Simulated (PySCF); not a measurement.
Spinor energies of Zn (zinc, neutral)

Start: [Ar] 3d9 4s2 4p1; 3d3/2 filled at m_j = -3/2, -1/2, +1/2, +3/2; 3d5/2 filled at m_j = -3/2, -1/2, +1/2, +3/2, +5/2; 4p3/2 filled at m_j = +3/2. Calculated with PySCF 2.14 in x2c-SVPall-2c with one added diffuse shell each of s, d type (6s5p4d1f, 48 functions): generalised Hartree-Fock with the X2C-1e Hamiltonian and a Gaussian nucleus; one run each with spin-orbit coupling (SO) switched off, then screened by Boettger's factors. This is a chosen level, not necessarily the ground level.

```tsv
spinor shell	electrons	ε, spin-free (eV)	ε, screened SO (eV)	weight of nominal j (screened SO)	rms radius, screened SO (bohr)
1s1/2	2	-9737.0	-9736.8	1.000	0.0581
2s1/2	2	-1243.7	-1243.7	1.000	0.244
2p1/2	2	-1075.5	-1092.2	0.999	0.217
2p3/2	4	-1075.5	-1067.3	1.000	0.220
3s1/2	2	-166.63	-166.61	1.000	0.730
3p1/2	2	-113.90	-117.29	0.956	0.769
3p3/2	4	-113.90	-112.22	0.978	0.776
3d3/2	4	-29.629	-30.313	0.825	0.929
3d5/2	5	-29.629	-29.093	0.860	0.943
4s1/2	2	-10.571	-10.570	0.999	2.77
4p3/2	1	-5.021	-4.977	1.000	2.83
```

| quantity | spin-free | screened SO |
| --- | --- | --- |
| E (hartree) | -1793.56943 | -1793.61267 |
| M_J | 4 | 4 |
| ⟨J²⟩ | 20.026 | 20.026 |
| ⟨L²⟩ | 12.018 | 12.020 |
| ⟨S²⟩ | 2.008 | 2.009 |

Each row is a mean over spinors that exchange with the open shell spreads, by up to 8.191 eV (3p3/2).

Rows whose weight is well below 1 are mixtures of j = l ± 1/2: exchange outweighs spin-orbit coupling there, and the label is only the starting occupation.

Without spin-orbit coupling the j labels of p, d and f shells carry no meaning; the spin-free column gives the mean over the occupied spinors of each nl shell.
